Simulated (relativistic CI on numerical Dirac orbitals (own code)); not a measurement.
**Cs7+: calculation against measurement**

Method of calculation: Dirac-Coulomb-Breit CI, orbitals from a KLI potential per configuration, QED by a radiative potential, valence Slater integrals scaled by 0.9, configuration energies shifted to the measured levels that pair with them (semi-empirical) (own radial code, finite nucleus).

Configuration list (outside the closed core [Kr]): 4d10 5s2, 4d10 5s 5p, 4d10 5p2, 4d10 5s 4f, 4d10 5s 5d, 4d10 4f 5p, 4d10 5s 6s, 4d10 5p 5d, 4d10 5s 6p, 4d10 5s 5f, 4d9 5s2 5p, 4d10 4f2, 4d10 5d2, 4d10 5s 5g, 4d9 5s2 4f, 4d10 4f 5d, 4d10 5f2, 4d10 5p 5f, 4d10 5g2, 4d8 5s2 5p2, 4d10 5s 6d, 4d10 5p 5g, 4d9 5s 5p2, 4d10 4f 5f, 4d10 5s 7s, 4d10 5s 7p, 4d10 5d 5f, 4d10 5s 6f, 4d10 4f 5g, 4d9 5s 4f 5p. Levels of other configurations are missing.

```tsv
Configuration	Term (tabulated)	J	Measured (cm⁻¹)	Computed	Error	Purity (%)
4d10 5s2	1S	0	0.0	0	0	98
4d10 5s 5p	3P°	0	106573.8	106584	10	100
4d10 5s 5p	3P°	1	111628.0	111618	-10	96
4d10 5s 5p	3P°	2	128031.4	127542	-489	100
4d10 5s 5p	1P°	1	159326.3	159943	617	94
4d10 5p2	3P	0	247101.3	247660	559	88
4d10 5s 4f	3F°	2	259357.9	259396	38	100
4d10 5s 4f	3F°	3	259697.7	259660	-38	100
4d10 5s 4f	3F°	4	260217.7	260050	-168	100
4d10 5p2	3P	1	261162.7	261293	131	99
4d10 5p2	1D	2	262958.8	262959	0	56
4d10 5s 4f	1F°	3	266917.2	267056	139	99
4d10 5p2	3P	2	282347.8	281824	-524	62
4d10 5p2	1S	0	308057.6	307207	-851	85
4d10 5s 5d	3D	1	323609.5	323630	21	98
4d10 5s 5d	3D	2	324748.0	324727	-21	97
4d10 5s 5d	3D	3	326841.0	326747	-94	98
4d10 5s 5d	1D	2	343708.4	343972	264	77
4d10 4f 5p	3G	3	378551.1	378864	312	57
4d10 4f 5p	3F	2	384056.9	384098	41	83
4d10 4f 5p	3G	5	401815.1	401308	-507	100
4d10 4f 5p	3D	3	404586.6	404282	-305	74
4d10 4f 5p	3D	2	406200.8	406183	-18	82
4d10 4f 5p	3D	1	408767.7	408786	18	99
4d10 4f 5p	1G	4	410757.8	410679	-79	87
4d10 5s 6s	3S	1	416560.2	415703	-857	100
4d10 4f 5p	1D	2	419191.0	420121	930	81
4d10 5s 6s	1S	0	424485.8	425343	857	100
4d10 5p 5d	3F°	2	440542.6	439518	-1025	83
4d10 5p 5d	3F°	3	449682.2	448506	-1176	90
4d10 5p 5d	3D°	1	458439.8	461159	2719	59
4d10 5p 5d	3F°	4	463941.6	461681	-2260	97
4d10 5s 6p	3P°	1	468837.0	468514	-323	73
4d10 5p 5d	3D°	3	474619.8	476680	2060	85
4d10 5s 6p	3P°	2	474929.5	475195	265	73
4d10 5p 5d	3P°	0	477671.9	477689	17	88
4d10 5p 5d	1F°	3	490161.1	492620	2459	69
4d10 5s 5f	3F°	2	524726.8	524690	-36	98
4d10 5s 5f	3F°	3	524999.0	524984	-15	98
4d10 5s 5f	3F°	4	525374.9	525388	13	97
4d10 5s 5f	1F°	3	531193.0	533199	2006	79
4d9 5s2 5p	1P°	1	630624.0	630372	-252	80
4d9 5s2 5p	3D°	1	644396.0	644648	252	66
```

Measured levels from Sansonetti, J. Phys. Chem. Ref. Data 38, 761 (2009); pairs were made by configuration, J and term (by order where the table uses no LS term), so strongly mixed levels may be paired wrongly.

Mean error by configuration (cm⁻¹): 4d10 5s 5p 32; 4d10 5p2 -137; 4d10 5s 4f -7; 4d10 5s 5d 42; 4d10 4f 5p 49; 4d10 5s 6s 0; 4d10 5p 5d 399; 4d10 5s 6p -29; 4d10 5s 5f 492; 4d9 5s2 5p 0. Over the excited levels the mean absolute error is 542 cm⁻¹ (42 of the 51 excited levels that our extract of the source holds in range could be paired, and the others can miss by more), and the median relative error of those above 1,000 cm⁻¹ is 0.06 %, both after the shifts were fitted to these levels, so that a configuration with one level shows no error.

Configurations whose levels could be paired with our table of measured levels were shifted onto them, all but the ground configuration, by the median error of their levels; single terms can still be off by 1,000 to 2,000 cm⁻¹ or more, and rates follow the energies as ν³ (E1, M1) or ν⁵ (E2). The others borrow a shift and can be off by several thousand cm⁻¹ or more. Levels and lines within the n = 5 or 6 shells can be off by up to 10 % or somewhat more, and those that change n by about 2 %, since core polarisation is missing. 42 of the 51 excited levels that our extract of the measured tables holds in this range could be paired (the sources list more); they are missed by 542 cm⁻¹ on average and 2719 at most, after the shifts were fitted to these levels, and levels without a partner can miss by more. Levels that differ in their count of f electrons can be misplaced by several ten thousand cm⁻¹, since the correlation energy of f electrons is missing or only estimated; rates across such gaps can be off by orders of magnitude.

Shifts applied (cm⁻¹): 4d10 5s2 0; 4d10 5s 5p -7868; 4d10 5p2 -4620; 4d10 5s 4f -9378; 4d10 5s 5d -7590; 4d10 4f 5p -8401; 4d10 5s 6s -9376; 4d10 5p 5d -7288; 4d10 5s 6p -9633; 4d10 5s 5f -9825; 4d9 5s2 5p -21597.
